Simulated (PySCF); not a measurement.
Level sweep

CH7ClGeOSi.
Structure used (PBE0-D3(BJ)/def2-SVP), in Å, numbered top down from 1:
```xyz
12
CH7ClGeOSi angstrom
Cl    -0.8334    0.9571   -1.8563
C     -1.6763    0.7108   -0.2897
Si    -0.9011   -0.7622    0.6089
O      0.6991   -0.4903    0.8856
Ge     2.1454   -0.0163   -0.0466
H     -1.5802    1.6420    0.2880
H     -2.7438    0.5499   -0.5039
H     -1.5917   -0.9168    1.9232
H     -1.1156   -1.9754   -0.2359
H      2.1232    1.5082   -0.2377
H      2.1406   -0.7611   -1.3916
H      3.3334   -0.4453    0.8290
```

PySCF, dipoles from the SCF density, polarisabilities from static response with core orbitals frozen. Geometry: PBE0-D3(BJ)/def2-SVP, one conformer, isolated molecule. Relativistic effects, spin–orbit coupling among them, are left out although an element past zinc is present.

The anisotropy is √(½[(α1 − α2)² + (α2 − α3)² + (α3 − α1)²]).

```
              level  μ (D)  α (au)  anisotropy (au)
      LDA/def2-SVPD  0.613   91.15            17.81
      PBE/def2-SVPD  0.627   89.31            17.55
    B3LYP/def2-SVPD  0.626   86.10            15.75
     PBE0/def2-SVPD  0.640   85.33            15.70
BHandHLYP/def2-SVPD  0.647   82.34            14.21
CAM-B3LYP/def2-SVPD  0.621   84.67            14.86
  wB97X-D/def2-SVPD  0.650   84.37            14.84
  LC-wPBE/def2-SVPD  0.633   82.65            14.38
       HF/def2-SVPD  0.730   78.33            12.58
        PBE0/6-31G*  0.646   66.96            15.19
      PBE0/def2-SVP  0.597   70.78            13.73
   PBE0/aug-cc-pVDZ  0.667   86.51            16.09
     PBE0/def2-TZVP  0.636   80.47            15.89
    PBE0/def2-TZVPD  0.630   86.41            15.91
```

The dipole runs from 0.60 D (PBE0/def2-SVP) to 0.73 D (HF/def2-SVPD). No reference polarisability is at hand; against PBE0 in the largest diffuse basis at hand (def2-TZVPD) the other PBE0 rows deviate by 6-31G* -23%, def2-SVP -18%, def2-SVPD -1%, aug-cc-pVDZ 0%, def2-TZVP -7%. In one basis (def2-SVPD) the functionals order the polarisability from HF (lowest) to LDA (highest), a spread of 16%. With PBE0 the polarisability is 72.73 au without diffuse functions (mean of 6-31G*, def2-SVP and def2-TZVP) and 86.08 au with them (mean of def2-SVPD, aug-cc-pVDZ and def2-TZVPD).
